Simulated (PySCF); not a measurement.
Sn(OMe)(SiH3) (CH₆OSiSn), SMILES C[O][Sn][SiH3] (connectivity only; charge and spin as stated), neutral, multiplicity 1. Atoms are numbered in the order given.

```xyz
10

Sn     0.7873     0.2659     0.0000
O     -0.8082     1.5175     0.0000
C     -2.1831     1.2331     0.0000
H     -2.4210     0.1416     0.0000
H     -2.6704     1.6830    -0.8961
H     -2.6704     1.6830     0.8961
Si    -0.6577    -2.0499     0.0000
H     -1.5513    -2.1998     1.2121
H     -1.5513    -2.1998    -1.2121
H      0.2690    -3.2449     0.0000
```
Charge 0, spin multiplicity 1.

Geometry optimised at PBE-D3(BJ)/def2-SVP. The structure was generated by enumeration; whether it is a known compound was not checked. The def2 effective core potentials stand for the cores of Sn; spin–orbit coupling is left out. One conformer was computed; it need not be the lowest.

Calculation: B3LYP/def2-TZVP (PySCF).

Computed frontier levels, gap, dipole moment and polarisability:
```
Item                                                                                                              Value
---------------------------------------------------------------------------------------------  ------------------------
highest occupied level                                                                                         -6.20 eV
lowest empty level                                                                                             -3.02 eV
orbital gap                                                                                                     3.17 eV
dipole moment                                                                                                    0.94 D
quadrupole, principal values (traceless, Buckingham form, about the centre of nuclear charge)    -10.71, 4.61, 6.10 D·Å
mean static polarisability                                                                        96.3 bohr³ (14.27 Å³)
polarisability, principal values                                                               69.2, 100.7, 119.0 bohr³
```
